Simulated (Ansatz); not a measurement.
Correlation energies of C6H12O3, SMILES `CCOC(C)OC(C)=O` by basis set

```csv
atom,x (Å),y (Å),z (Å)
C1,-2.369,0.798,-2.109
C2,-1.524,0.716,-0.865
O3,-0.939,-0.573,-0.807
C4,-0.218,-0.817,0.337
C5,0.133,-2.277,0.403
O6,0.991,-0.025,0.261
C7,1.562,0.334,1.418
C8,2.766,1.193,1.177
O9,1.154,0.004,2.500
H10,-1.757,0.639,-2.999
H11,-2.836,1.782,-2.184
H12,-3.156,0.041,-2.094
H13,-0.739,1.480,-0.879
H14,-2.134,0.878,0.035
H15,-0.757,-0.488,1.233
H16,0.703,-2.558,-0.484
H17,0.723,-2.477,1.297
H18,-0.780,-2.872,0.440
H19,2.465,2.119,0.683
H20,3.247,1.420,2.125
H21,3.463,0.682,0.511
```

The species carries charge 0 and has multiplicity 1. The geometry is a stationary point of PBE0-D4/def2-TZVP. It is one conformer, not always the lowest. Frozen core, restricted reference, Ansatz 0.2.0. CBS rows extrapolate triple and quadruple zeta; past MP2 they add the triple-zeta difference.

```csv
basis,HF (Eh),MP2 corr.
def2-SVP,-458.45987,-1.37971
def2-TZVPP,-458.99030,-1.71736
def2-QZVPP,-459.01138,-1.83854
```

(1) Estimate the CCSD correlation energy and the (T) correction in each basis where they were run (hartree).

Results:

(1) 
```csv
basis,CCSD corr.,(T)
def2-SVP,-1.45920,-0.04404
def2-TZVPP,-1.77424,-0.07267
CBS(def2),-1.98518,as TZ
```
